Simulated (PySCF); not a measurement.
## Ionisation energy of Au(73+) by level of theory

Au(73+) [He] 2s2 2p2 [2p1/2^2, M_J = 0] → Au(74+) [He] 2s2 2p1 [2p1/2^1, M_J = 1/2], as a difference of total energies. All numbers are calculated (PySCF 2.14, the two-component X2C-1e Hamiltonian, in an even-tempered Gaussian basis (16 s from 62 bohr⁻², ratio 2.4; 13 p from 81 bohr⁻², ratio 2.4; 5 d from 260 bohr⁻², ratio 2.6; 4 f from 390 bohr⁻², ratio 2.6)). Correlated levels: nothing frozen; the 28 highest virtual spinors dropped. "Screened" scales the spin-orbit matrix elements by Boettger's factors to mimic the two-electron term; Breit and QED terms are absent.

```json
{"method": "GHF (spin-free)", "ionisation energy (eV)": "20145.4"}
{"method": "GMP2 (spin-free)", "ionisation energy (eV)": "20145.6"}
{"method": "GHF (screened spin-orbit)", "ionisation energy (eV)": "21509.8"}
{"method": "GMP2 (screened spin-orbit)", "ionisation energy (eV)": "21511.9"}
```

Problem. How much does correlation contribute at GMP2 (screened spin-orbit)?

Solution. 21511.9 − (21509.8) = 2.1 eV, measured against GHF (screened spin-orbit).

For this ion Breit and QED terms and the two-electron picture change, all absent here, outweigh the correlation shift from GHF to GMP2.

The spin-free rows relax to the high-spin LS determinant and lack the spin-orbit shift.

The labels give the starting determinants; with spin-orbit coupling the two ends relaxed to ⟨J²⟩ = 0.00, ⟨L²⟩ = 1.33, ⟨S²⟩ = 1.33 and ⟨J²⟩ = 0.75, ⟨L²⟩ = 2.00, ⟨S²⟩ = 0.75.

For comparison: 21470 ± 90 eV (theoretical estimate listed by NIST; NIST Atomic Spectra Database, ionization energies).
